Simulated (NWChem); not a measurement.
ZnHF; SMILES [F][ZnH]

Results from NWChem. Geometry: optimised at PBE0/def2-SVP.

Question: What does the run give for TPSS/def2-SVP? Quantities: highest occupied level (eV); orbital gap (eV); dipole (D).

Answer: 
| Property | Value |
|---|---|
| highest occupied level (eV) | -7.55 |
| orbital gap (eV) | 6.72 |
| dipole (D) | 1.75 |
